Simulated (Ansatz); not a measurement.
Ansatz (a first-principles code) input (B3LYP-D3(BJ)/def2-TZVP):

Ansatz 0.2 input:
```yaml
crystal:
  periodic: [false, false, false]
  atoms:
    - {symbol: Sc, position_ang: [0.36400093, 0.17701322, 0.11925598]}
    - {symbol: F, position_ang: [-0.64800757, 0.96453626, -1.19564699]}
    - {symbol: F, position_ang: [-0.20132794, -1.37756711, 0.91738304]}
basis:
  gaussian:
    orbitals: def2-TZVP
hamiltonian:
  xc: b3lyp
  dispersion: d3bj
magnetization: {spin_polarized: true, initial_magnetization: 1}
phonons: {temperatures: {t_min: 298.15, t_max: 298.15, t_step: 100}}
```

Output:

```
Functional definition: B3LYP
integrals: 0.03 GiB planned
865 factors; their error is unknown
mean field: 0.42 GiB planned
mean field evaluation 1: about -26134.5484 eV, gradient 4.3e1 eV
mean field evaluation 2: about -26081.2343 eV, gradient 1.4e2 eV
mean field evaluation 4: about -26140.0406 eV, gradient 5.7e0 eV
mean field evaluation 8: about -26140.2449 eV, gradient 9.8e-2 eV
mean field evaluation 16: about -26140.2450 eV, gradient 3.2e-4 eV
mean field evaluation 32: about -26140.0873 eV, gradient 1.6e0 eV
mean field -26140.24498351 eV, -960.6362846494 hartree, gradient 1.3e-5 eV, S^2 0.750601; 4 other end points of the search recorded, 0 dependent functions left out
the calculation of the forces begins
reference -26140.24521828 eV, -960.6362932772 hartree; 20, 19 occupied and 87, 88 virtual orbitals, 865 factors
these checks for a lower state are left out or cut short: stability, starts, cluster_reference, orbital_swaps, neighbouring_geometries, increment
integrals: 0.03 GiB planned
865 factors; their error is unknown
mean field: 0.42 GiB planned
mean field -26140.24493260 eV, -960.6362827788 hartree, gradient 1.6e-6 eV, S^2 0.750602; 0 other end points of the search recorded, 0 dependent functions left out
the calculation of the forces begins
reference -26140.24516740 eV, -960.6362914075 hartree; 20, 19 occupied and 87, 88 virtual orbitals, 865 factors
these checks for a lower state are left out or cut short: stability, starts, cluster_reference, orbital_swaps, neighbouring_geometries, increment
integrals: 0.03 GiB planned
865 factors; their error is unknown
mean field: 0.42 GiB planned
mean field -26140.24493607 eV, -960.6362829061 hartree, gradient 2.3e-6 eV, S^2 0.750599; 0 other end points of the search recorded, 0 dependent functions left out
the calculation of the forces begins
reference -26140.24517081 eV, -960.6362915328 hartree; 20, 19 occupied and 87, 88 virtual orbitals, 865 factors
these checks for a lower state are left out or cut short: stability, starts, cluster_reference, orbital_swaps, neighbouring_geometries, increment
integrals: 0.03 GiB planned
865 factors; their error is unknown
mean field: 0.42 GiB planned
mean field -26140.24495087 eV, -960.6362834500 hartree, gradient 2.7e-6 eV, S^2 0.750602; 0 other end points of the search recorded, 0 dependent functions left out
the calculation of the forces begins
reference -26140.24518570 eV, -960.6362920800 hartree; 20, 19 occupied and 87, 88 virtual orbitals, 865 factors
these checks for a lower state are left out or cut short: stability, starts, cluster_reference, orbital_swaps, neighbouring_geometries, increment
integrals: 0.03 GiB planned
865 factors; their error is unknown
mean field: 0.42 GiB planned
mean field -26140.24493245 eV, -960.6362827731 hartree, gradient 7.1e-7 eV, S^2 0.750599; 0 other end points of the search recorded, 0 dependent functions left out
the calculation of the forces begins
reference -26140.24516716 eV, -960.6362913986 hartree; 20, 19 occupied and 87, 88 virtual orbitals, 865 factors
these checks for a lower state are left out or cut short: stability, starts, cluster_reference, orbital_swaps, neighbouring_geometries, increment
integrals: 0.03 GiB planned
865 factors; their error is unknown
mean field: 0.42 GiB planned
mean field evaluation 64: about -26140.2449 eV, gradient 5.0e-2 eV
mean field -26140.24496835 eV, -960.6362840923 hartree, gradient 2.0e-6 eV, S^2 0.750600; 0 other end points of the search recorded, 0 dependent functions left out
the calculation of the forces begins
reference -26140.24520310 eV, -960.6362927192 hartree; 20, 19 occupied and 87, 88 virtual orbitals, 865 factors
these checks for a lower state are left out or cut short: stability, starts, cluster_reference, orbital_swaps, neighbouring_geometries, increment
integrals: 0.03 GiB planned
865 factors; their error is unknown
mean field: 0.42 GiB planned
mean field -26140.24496811 eV, -960.6362840838 hartree, gradient 2.4e-6 eV, S^2 0.750602; 0 other end points of the search recorded, 0 dependent functions left out
the calculation of the forces begins
reference -26140.24520291 eV, -960.6362927124 hartree; 20, 19 occupied and 87, 88 virtual orbitals, 865 factors
Total energy: -26140.29344869 eV, -960.6380657123 hartree
Atom 0 at     0.364001     0.177013     0.119256 Å, force    -0.001545    -0.000752    -0.000506 eV/Å
Atom 1 at    -0.648008     0.964536    -1.195647 Å, force     0.000908    -0.000334     0.000893 eV/Å
Atom 2 at    -0.201328    -1.377567     0.917383 Å, force     0.000637     0.001085    -0.000387 eV/Å
Dipole moment:     0.622663     0.302800     0.204000 e Å
Vibrations: 144.22 653.64 707.56 cm⁻¹, zero-point energy 0.093325 eV
```

The spin state was set by rule; other spins were not relaxed.
